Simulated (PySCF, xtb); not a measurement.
C2H5FO2Si, SMILES O=CC[Si@H](O)F. Other conformers were not sampled.

Harmonic wavenumbers (cm⁻¹) from GFN2-xTB (xtb) at its own minimum, in rising order: 54, 107, 163, 192, 234, 308, 388, 522, 607, 644, 669, 795, 829, 841, 908, 981, 1028, 1124, 1173, 1377, 1446, 1731, 2448, 2787, 3009, 3054, 3510.

Question: What does PySCF with PBE-D3(BJ)/def2-SVP give at its own minimum? (Estimate from the structure and the level; the computed values follow.)

Answer: 73, 133, 197, 218, 283, 362, 541, 595, 613, 736, 765, 823, 846, 905, 947, 965, 1025, 1098, 1158, 1352, 1368, 1731, 2236, 2844, 2983, 3073, 3478. Paired by order, the mean absolute difference is 48 cm⁻¹ and the zero-point energies are 44.2 and 44.8 kcal/mol.
